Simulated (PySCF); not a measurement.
Vertical excitations of a molecule C₃H₁₀BNO from TDA-PBE/def2-SVPD run with PySCF, as energy in eV (oscillator strength): 5.26 (0.003), 6.14 (0.049), 6.46 (0.020), 6.83 (0.022), 6.90 (0.021), 7.03 (0.019). Lowest triplet (TDA): 5.17 eV. Geometry: B3LYP-D3(BJ)/def2-SVP. Other conformers were not sampled.

Problem. Pick the molecule that these values belong to.
A. CCB(O)NC
B. CCNB(C)O
C. CNB(C)OC
D. CCOB(C)N

Solution. B, CCNB(C)O
